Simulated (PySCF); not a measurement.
Molecular orbitals of CdBi⁺

r²SCANh at R = 2.875 Å; Cd def2-SVP with ECP28, Bi def2-SVP with ECP60; scalar-relativistic core potentials (PySCF 2.14). State: ³Σ⁻ (triplet), unpaired electrons π ↑↑. Only the outer orbitals are listed, counted within each symmetry, core potentials removing the inner ones.

```json
{"spin": "α", "orbital": "4π", "occ.": "1", "ε (eV)": "-19.78", "on Cd (%)": "100", "main shells (%)": "100 Cd d"}
{"spin": "α", "orbital": "4π", "occ.": "1", "ε (eV)": "-19.78", "on Cd (%)": "100", "main shells (%)": "100 Cd d"}
{"spin": "α", "orbital": "7σ", "occ.": "1", "ε (eV)": "-19.69", "on Cd (%)": "92", "main shells (%)": "91 Cd d"}
{"spin": "α", "orbital": "2δ", "occ.": "1", "ε (eV)": "-19.68", "on Cd (%)": "100", "main shells (%)": "100 Cd d"}
{"spin": "α", "orbital": "2δ", "occ.": "1", "ε (eV)": "-19.68", "on Cd (%)": "100", "main shells (%)": "100 Cd d"}
{"spin": "α", "orbital": "8σ", "occ.": "1", "ε (eV)": "-12.84", "on Cd (%)": "57", "main shells (%)": "55 Cd s, 40 Bi p"}
{"spin": "α", "orbital": "5π", "occ.": "1", "ε (eV)": "-11.04", "on Cd (%)": "3", "main shells (%)": "96 Bi p"}
{"spin": "α", "orbital": "5π", "occ.": "1", "ε (eV)": "-11.04", "on Cd (%)": "3", "main shells (%)": "96 Bi p"}
{"spin": "α", "orbital": "9σ", "occ.": "0", "ε (eV)": "-8.96", "on Cd (%)": "56", "main shells (%)": "44 Bi p, 42 Cd s, 14 Cd p"}
{"spin": "α", "orbital": "6π", "occ.": "0", "ε (eV)": "-5.38", "on Cd (%)": "95", "main shells (%)": "95 Cd p"}
{"spin": "α", "orbital": "6π", "occ.": "0", "ε (eV)": "-5.38", "on Cd (%)": "95", "main shells (%)": "95 Cd p"}
{"spin": "β", "orbital": "4π", "occ.": "1", "ε (eV)": "-19.80", "on Cd (%)": "100", "main shells (%)": "100 Cd d"}
{"spin": "β", "orbital": "4π", "occ.": "1", "ε (eV)": "-19.80", "on Cd (%)": "100", "main shells (%)": "100 Cd d"}
{"spin": "β", "orbital": "2δ", "occ.": "1", "ε (eV)": "-19.71", "on Cd (%)": "100", "main shells (%)": "100 Cd d"}
{"spin": "β", "orbital": "2δ", "occ.": "1", "ε (eV)": "-19.71", "on Cd (%)": "100", "main shells (%)": "100 Cd d"}
{"spin": "β", "orbital": "7σ", "occ.": "1", "ε (eV)": "-19.26", "on Cd (%)": "47", "main shells (%)": "53 Bi s, 45 Cd d"}
{"spin": "β", "orbital": "8σ", "occ.": "1", "ε (eV)": "-12.60", "on Cd (%)": "75", "main shells (%)": "74 Cd s, 22 Bi p"}
{"spin": "β", "orbital": "9σ", "occ.": "0", "ε (eV)": "-8.50", "on Cd (%)": "46", "main shells (%)": "54 Bi p, 24 Cd p, 22 Cd s"}
{"spin": "β", "orbital": "5π", "occ.": "0", "ε (eV)": "-7.96", "on Cd (%)": "14", "main shells (%)": "86 Bi p, 13 Cd p"}
{"spin": "β", "orbital": "5π", "occ.": "0", "ε (eV)": "-7.96", "on Cd (%)": "14", "main shells (%)": "86 Bi p, 13 Cd p"}
```

Task: Which are the highest filled and the lowest empty level, where do they sit, and how wide is the gap?

Result: Highest filled α 5π at -11.04 eV (in %: 96 Bi p); lowest empty α 9σ at -8.96 eV (in %: 44 Bi p, 42 Cd s, 14 Cd p); the gap at r²SCANh is 2.08 eV.

```
bond order (Mayer)                                                                                                 : 1.00
⟨S²⟩                                                                                                               : 2.038
charge on Cd (Mulliken, basis-dependent)                                                                           : 0.58
charge on Cd (Löwdin, basis-dependent)                                                                             : 0.51
dipole moment (positive dipole points towards Bi; it is taken about the centre of mass and depends on that origin) : -3.67 D
```

Spin–orbit coupling is left out, which matters for elements this heavy, above all for dissociation energies. The state was picked by a PBE0 search and need not be the measured ground state.
